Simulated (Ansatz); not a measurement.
`BO[SiH](C)C` → B• + 2 C• + 9 H• + O• + Si•  (atomization)

Program: Ansatz. Geometries: PBE0-D4/def2-TZVP. ΔE: electronic, gas phase. CCSD(T)/CBS adds triple-zeta CCSD(T) − MP2 to the extrapolated MP2 energy (def2 sets, frozen cores). This one scheme is used for every species, atoms too. DFT in def2-TZVPP. Open shells (•) are unrestricted, without spin–orbit coupling. Spin–orbit coupling would lower the free atoms: a little for B, C, O, Si. One conformer a species, not always the lowest.

(1) What is ΔE at CCSD(T)/CBS? (Best estimate.)

(2) What do these levels give: PBE0-D4, ωB97X-V, MP2/def2-TZVPP, HF/CBS(def2), MP2/CBS(def2), CCSD/CBS(def2)? (Best estimate.)

Largest T1 diagnostic among the species: 0.014.

## Answers

(1) The calculation gave: +5344.9 kJ/mol.

(2) Ansatz gave: PBE0-D4 5335.9, ωB97X-V 5358.8, MP2/def2-TZVPP 5282.2, HF/CBS(def2) 4126.7, MP2/CBS(def2) 5399.9, CCSD/CBS(def2) 5290.0 kJ/mol.

In def2-TZVPP, CCSD(T) changes the Hartree–Fock value by +1109.5 kJ/mol (the triples alone add +54.9 kJ/mol) and MP2 by +1164.4 kJ/mol; breaking electron pairs costs correlation energy, which Hartree–Fock lacks. The D4 term adds +42.8 kJ/mol with B3LYP and +22.7 kJ/mol with PBE0; it sums over pairs of atoms, weighted by their polarisabilities, and B3LYP, whose exchange is more repulsive, gets the larger term. From PBE to PBE0 (25 % exact exchange), in def2-TZVPP and without D4, ΔE moves by −44.1 kJ/mol: exact exchange takes away binding that semilocal exchange gives to molecules.

B3LYP here is the variant with VWN-RPA as its local correlation; programs differ in this.

For atomizations the MP2-based limit and the directly extrapolated one differ by several kJ/mol either way, and by 10 to 25 for some Ge, Se and Sn compounds, so smaller differences from it don't rank the levels.
